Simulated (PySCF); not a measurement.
# Computed records: C$_{2}$H$_{7}$NSi

Calculation on a computer-drawn molecule: the log of a Hartree-Fock and frozen-core CCSD(T) single point meant for a local Hartree-Fock minimum, with one planted fault or none, to be diagnosed. Offsets are logged minus clean, where the clean run is the same molecule without the fault. The reference is restricted for singlets and unrestricted otherwise, and also for a bond in bohr or an excited solution. Adding or removing an electron swaps singlet and doublet. The excited solution moves the top pair (singlet) or top alpha electron (doublet) to the lowest empty orbital. Highest occupied and lowest empty are orbital energies over both spins, largest force is the largest gradient component, triples share is (T) over the correlation energy, the T1 limit is 0.02 restricted and 0.045 unrestricted, electrons count all cores, a negative frequency is imaginary (commonest isotopes), and the dipole is about the centre of nuclear charge. Program: PySCF 2.14.0.

```xyz
11
formula=C2H7NSi meant_charge=0 meant_multiplicity=1 meant_basis=cc-pV(D+d)Z logged_electrons=41 logged_basis_functions=100 logged_SCF_converged=yes logged_spin_squared=0.7749 logged_highest_occupied=0.74315 logged_lowest_empty=9.1248 logged_largest_force=0.052681 logged_T1_diagnostic=0.013227 logged_D1_diagnostic=0.047017 logged_triples_share=0.027787 logged_CC_converged=yes logged_dipole_magnitude=4.2901 logged_SCF_stable_within_its_kind=yes logged_energy_HF=-423.14068 logged_energy_CCSD(T)=-423.76505 possible_faults=no_fault,one_electron_removed,one_electron_added,multiplicity_raised_by_two,geometry_at_a_saddle_point,SCF_held_on_an_excited_solution,minimal_basis_STO-3G,one_bond_length_entered_in_bohr,all_coordinates_scaled planted_fault=one_electron_added HF_energy_offset_from_clean_run=35.42 CCSD(T)_energy_offset_from_clean_run=32.57
C     -0.3906    -0.1604    -0.6094
C     -1.8361     0.2958    -0.3796
Si    -2.3161     0.5870     1.4592
N     -3.9414     1.0499     1.2307
H      0.3245     0.5750    -0.2301
H     -0.1746    -0.3110    -1.6701
H     -0.1838    -1.1034    -0.0955
H     -2.0275     1.2283    -0.9290
H     -2.5344    -0.4421    -0.7987
H     -4.4265     1.1226     0.3546
H     -4.5354     1.2894     2.0015
```

Units: logged_highest_occupied, logged_lowest_empty in eV; logged_largest_force in hartree/bohr; logged_dipole_magnitude in debye; logged_energy_HF, logged_energy_CCSD(T) in hartree; HF_energy_offset_from_clean_run, CCSD(T)_energy_offset_from_clean_run in kcal/mol.

Drawn bonds:
```
atom  other atom  order
   1           2      1
   2           3      1
   3           4      1
   1           5      1
   1           6      1
   1           7      1
   2           8      1
   2           9      1
   4          10      1
   4          11      1
```

Notes: highest electron not bound in this basis.
